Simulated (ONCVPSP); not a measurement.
# An all-electron radial function and its pseudo partner (Rh (Z = 45))

Columns: radius, all-electron u(r) and pseudo u(r) of the 4s shell (level -82.55 eV) of rhodium in the configuration [Ar] 3d10 4s2 4p6 4d8 5s1; LDA (Perdew-Zunger), scalar-relativistic, ONCV scheme, ONCVPSP 4.0.1.

```
r (bohr)  all-electron  pseudo
   0.088        0.4146  0.0123
   0.175       -0.0853  0.0536
   0.262       -0.6119  0.1435
   0.350       -0.5582  0.2887
   0.438       -0.1537  0.4765
   0.525        0.3186  0.6795
   0.612        0.7156  0.8706
   0.700        0.9885  1.0249
   0.788        1.1351  1.1226
   0.875        1.1792  1.1575
   0.962        1.1522  1.1365
   1.050        1.0788  1.0712
   1.138        0.9798  0.9773
   1.225        0.8714  0.8709
   1.312        0.7623  0.7622
   1.400        0.6572  0.6571
   1.487        0.5618  0.5617
   1.575        0.4755  0.4755
   1.662        0.4006  0.4005
   1.750        0.3350  0.3349
   1.838        0.2789  0.2788
   1.925        0.2318  0.2318
   2.012        0.1921  0.1920
   2.100        0.1584  0.1584
   2.188        0.1303  0.1303
   2.275        0.1073  0.1072
```

Problem. How many radial nodes do the two functions have?

Solution. The all-electron 4s function has n − l − 1 = 3 (the table is too coarse to show those close to the nucleus); the pseudo-wave has 0, since the states of the same l below it are removed with the core.

Problem. At about which radius was the pseudo-wave matched?

Solution. 1.55 bohr. The columns agree to 0.0005 from 1.23 bohr on; several derivatives are matched, so the curves merge somewhat inside the radius.

Problem. Is the pseudo-wave norm-conserving?

Solution. Yes: the ONCV scheme keeps the norm inside the radius equal to the all-electron one, which fixes the energy derivative of the logarithmic derivative at the level.
